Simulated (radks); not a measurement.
Cr2+, 22 electrons, occupied as [Ar] 3d4 (the NIST ground configuration).

Calculated with a radial shooting solver on a logarithmic mesh with Libxc functionals: Dirac Kohn-Sham, PBE, spin-unpolarised, spherical densities, point nucleus; open shells fill j = l - 1/2 first.

Energy parts (hartree):
part                       energy
total                 -1049.70800
kinetic                1062.09399
electron-nucleus      -2490.03582
Hartree                 426.35462
exchange-correlation    -48.12078

Orbitals (lengths in bohr, moments of r in powers of bohr; r(max) is where P^2 peaks; r(90%) holds 90 % of the orbital's charge):
orbital  occ.  eigenvalue (hartree)  r(90%)      <r>   r(max)  small-component weight
1s1/2       2             -216.8601   0.113  0.06355  0.04160                7.42e-03
2s1/2       2             -25.29652   0.455   0.2929   0.2435                1.33e-03
2p1/2       2             -21.59648   0.424   0.2579   0.1961                1.31e-03
2p3/2       4             -21.27871   0.428   0.2608   0.1985                1.29e-03
3s1/2       2              -3.49425    1.34   0.8977   0.7761                2.82e-04
3p1/2       2              -2.46571    1.46   0.9506   0.7920                2.46e-04
3p3/2       4              -2.42778    1.48   0.9592   0.7988                2.43e-04
3d3/2       4              -0.84068    2.11    1.226   0.8192                1.50e-04
3d5/2       0              -0.83720    2.11    1.231   0.8216                1.49e-04

The highest occupied level is 3d3/2 at -22.876 eV. Summed over all electrons, <r^2> = 16.79 bohr^2, which gives a Langevin (diamagnetic) susceptibility term of -13.3 x 10^-6 cm^3/mol. The density falls to 0.001 e/bohr^3 at r = 3.14 bohr.
